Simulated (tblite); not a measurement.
Computed with GFN2-xTB (tblite): harmonic, unscaled wavenumbers at the GFN2-xTB geometry, gas phase. The method is semi-empirical: single wavenumbers can be off by several per cent or more. Modes of hydrogen on silicon can be 10 to 20 % off. One conformer each. Open shells enter through the occupations alone, without spin polarisation, and single modes of such species can be off by tens of per cent. Thermal functions are those of the rigid rotor and harmonic oscillator, without mixing of conformers.

Problem. Order these by their heat capacity Cp at 298.15 K, highest first (cal/(mol K)).
A. `[CH2+][C](F)C(=O)C[SiH2]O` [radical]
B. `C=CCP(C)CCC#N`
C. `C#CC[C@@H]([CH2])[SiH2]C#N` [radical]
D. `[SiH3]NC1=CC=[C]C=C1` [radical]
E. `C[C@H](C[SiH]F)[SiH2]F` [radical]

Solution. B (43.4), C (40.8), A (39.9), E (38.2), D (34.7).

| SMILES | atoms | mass (u) | symmetry number | modes under 300 cm⁻¹ | ZPE (kcal/mol) | S translation (cal/(mol K)) | S rotation | S vibration | S spin | S | Cp |
| --- | --- | --- | --- | --- | --- | --- | --- | --- | --- | --- | --- |
| C=CCP(C)CCC#N | 21 | 141.07 | 1 | 10 | 106.6 | 40.8 | 30.4 | 38.6 | 0.0 | 109.8 | 43.4 |
| C#CC[C@@H]([CH2])[SiH2]C#N | 16 | 122.04 | 1 | 7 | 69.9 | 40.3 | 29.2 | 32.4 | 1.4 | 103.3 | 40.8 |
| [CH2+][C](F)C(=O)C[SiH2]O | 15 | 134.02 | 1 | 7 | 60.4 | 40.6 | 29.2 | 32.3 | 1.4 | 103.5 | 39.9 |
| C[C@H](C[SiH]F)[SiH2]F | 16 | 139.02 | 1 | 8 | 70.3 | 40.7 | 29.3 | 31.5 | 1.4 | 102.9 | 38.2 |
| [SiH3]Nc1cc[c]cc1 | 16 | 122.04 | 1 | 4 | 72.0 | 40.3 | 28.7 | 20.3 | 1.4 | 90.7 | 34.7 |

Entropies and Cp are for 298.15 K and 1 bar.
